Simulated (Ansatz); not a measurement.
Program: Ansatz. Geometries: PBE0-D4/def2-TZVP. ΔE: electronic, gas phase. CCSD(T)/CBS adds triple-zeta CCSD(T) − MP2 to the extrapolated MP2 energy (def2 sets, frozen cores). This one scheme is used for every species. Functionals use def2-TZVPP. For Br, Ga outer-core shells are correlated without core-valence functions, which leaves a few kJ/mol of doubt a bond. Scalar relativity is left out up to krypton. One conformer a species, not always the lowest.

`[CH3][Ga]([F])[Br]` + H₂S → `[F][Ga]([SH])[Br]` + CH₄  (ligand exchange at a Ga–C bond)

`[CH3][Ga]([F])[Br]`:

```xyz
7

C     0.114   -0.956    0.268
Ga   -0.115    0.877   -0.332
F    -0.130    1.268   -2.040
Br   -0.373    2.721    0.978
H    -0.250   -1.070    1.288
H    -0.421   -1.631   -0.401
H     1.176   -1.209    0.239
```

H₂S:

Cartesian coordinates in Å:
```
S 0.485 0.381 -0.055
H 0.286 -0.916 -0.334
H -0.771 0.535 0.389
```

`[F][Ga]([SH])[Br]`:

Z-matrix (Å, degrees):
```
Ga
F 1 1.745
Br 1 2.257 2 117.2
S 1 2.172 2 118.3 3 180.0
H 4 1.346 1 91.7 2 0.0
```

CH₄:

```xyz
5

C     0.000    0.000    0.000
H     0.442    0.990    0.111
H     0.764   -0.760    0.165
H    -0.406   -0.106   -1.006
H    -0.800   -0.124    0.730
```

```csv
level,ΔE (kJ/mol)
r2SCAN0-D4,-92.6
BLYP,-86.5
r2SCAN,-92.4
BHLYP,-90.3
CAM-B3LYP,-85.4
CCSD/def2-TZVPP,-85.9
CCSD(T)/def2-TZVPP,-86.8
HF/CBS(def2),-93.2
```

**Question.** What does CCSD(T)/CBS give? (An estimate is asked.)

**Answer.** Ansatz gave: -85.3 kJ/mol. The listed levels differ from it by -7.3, -1.2, -7.1, -5.0, -0.1, -0.6, -1.5, -7.9 kJ/mol.

Largest T1 diagnostic among the species: 0.012.

Leaving LDA and LC-ωPBE aside and taking each functional with its dispersion term where it has one, the values, not all of them listed here, spread over 9.0 kJ/mol, from B97M-V to ωB97M-V. LDA lies +3.8 kJ/mol from PBE without D4. From BLYP to BHLYP (50 % exact exchange), in def2-TZVPP and without D4, ΔE moves by −3.8 kJ/mol.

CCSD(T)/CBS has its own doubt, a few kJ/mol and more with outer-core shells, so smaller differences from it don't rank the levels.
